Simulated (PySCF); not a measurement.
Geometry:
```json
{"atom": "B1", "x (Å)": "1.094", "y (Å)": "1.465", "z (Å)": "0.731"}
{"atom": "C2", "x (Å)": "0.950", "y (Å)": "0.085", "z (Å)": "0.045"}
{"atom": "C3", "x (Å)": "1.963", "y (Å)": "-0.325", "z (Å)": "-0.753"}
{"atom": "Si4", "x (Å)": "-0.580", "y (Å)": "-0.981", "z (Å)": "0.302"}
{"atom": "C5", "x (Å)": "-2.126", "y (Å)": "-0.077", "z (Å)": "-0.269"}
{"atom": "H6", "x (Å)": "0.234", "y (Å)": "1.910", "z (Å)": "1.460"}
{"atom": "H7", "x (Å)": "2.090", "y (Å)": "2.129", "z (Å)": "0.538"}
{"atom": "H8", "x (Å)": "1.959", "y (Å)": "-1.289", "z (Å)": "-1.279"}
{"atom": "H9", "x (Å)": "2.851", "y (Å)": "0.302", "z (Å)": "-0.911"}
{"atom": "H10", "x (Å)": "-0.712", "y (Å)": "-1.318", "z (Å)": "1.755"}
{"atom": "H11", "x (Å)": "-0.412", "y (Å)": "-2.261", "z (Å)": "-0.461"}
{"atom": "H12", "x (Å)": "-3.024", "y (Å)": "-0.695", "z (Å)": "-0.114"}
{"atom": "H13", "x (Å)": "-2.254", "y (Å)": "0.860", "z (Å)": "0.295"}
{"atom": "H14", "x (Å)": "-2.061", "y (Å)": "0.172", "z (Å)": "-1.339"}
```

Geometry: PBE0-D3(BJ)/def2-SVP; GIAO absolute shieldings from PySCF 2.14.0 with density-fitted response routines, gas phase, non-relativistic, averaged over equivalent atoms.

At B97-2/pcSseg-1 (137 basis functions, 12 s wall time on 1 thread of an Arm Neoverse V1, shared host):
```csv
atoms,σ (ppm)
B1,30.4
C3,10.2
C2,28.3
C5,188.7
Si4,389.2
H8,23.80
H9,24.13
H6/H7,24.56
H10/H11,26.99
H12/H13/H14,31.01
```

Estimate the result of repeating the calculation with PBE0/cc-pVTZ.

Results:


```csv
atoms,σ at PBE0/cc-pVTZ,change
B1,29.1,-1.3
C3,11.8,+1.6
C2,28.5,+0.2
C5,192.7,+4.0
Si4,387.9,-1.3
H8,23.53,-0.27
H9,23.80,-0.33
H6/H7,24.25,-0.31
H10/H11,26.74,-0.25
H12/H13/H14,31.00,-0.01
```

The largest change is at C5 (methyl carbon bonded to Si). Cost: 280 basis functions, 43 s wall time on 1 thread of an Arm Neoverse V1, shared host. The order of the carbon signals is the same at both levels.

A carbon bonded to boron is broadened by the quadrupolar boron nucleus and is often missing from a measured spectrum.
